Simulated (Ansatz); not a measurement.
Reaction (redistribution): `[CH3][AlH][N]=C=O` + `[CH3][SnH2][SiH2]F` → `O=C=[N][AlH][F]` + `C[SiH2][SnH2][CH3]`

Isolated molecules relaxed with PBE0-D4/def2-TZVP in Ansatz; ΔE leaves out vibrations. CCSD(T)/CBS adds triple-zeta CCSD(T) − MP2 to the extrapolated MP2 energy (def2 sets, frozen cores). This one scheme is used for every species. Functionals use def2-TZVPP. B3LYP here is the variant with VWN-RPA as its local correlation; programs differ in this. def2 core potentials past Kr. For Sn outer-core shells are correlated without core-valence functions, which leaves a few kJ/mol of doubt a bond. One conformer a species, not always the lowest.

(1) Is it downhill or uphill in electronic energy at CCSD(T)/CBS, and by how much? (Best estimate.)

(2) What do these levels give: PBE-D4, PBE0-D4, ωB97X-V, ωB97M-V, B2PLYP, PBE, PBE0, B3LYP, HF/def2-TZVPP, SCS-MP2/def2-QZVPP, HF/CBS(def2), MP2/CBS(def2)? (Estimate.)

Largest T1 diagnostic among the species: 0.016.

## Answers

(1) Computed: Downhill: ΔE = -15.5 kcal/mol.

(2) Ansatz gave: PBE-D4 -14.8, PBE0-D4 -15.0, ωB97X-V -14.5, ωB97M-V -14.4, B2PLYP -14.7, PBE -14.2, PBE0 -14.4, B3LYP -13.7, HF/def2-TZVPP -13.3, SCS-MP2/def2-QZVPP -15.5, HF/CBS(def2) -13.3, MP2/CBS(def2) -16.2 kcal/mol.

The D4 term adds −0.9 kcal/mol with B3LYP and −0.5 kcal/mol with PBE0; it sums over pairs of atoms, weighted by their polarisabilities, and B3LYP, whose exchange is more repulsive, gets the larger term. In def2-TZVPP, CCSD(T) changes the Hartree–Fock value by −2.3 kcal/mol (the triples alone add −0.2 kcal/mol) and MP2 by −3.1 kcal/mol.
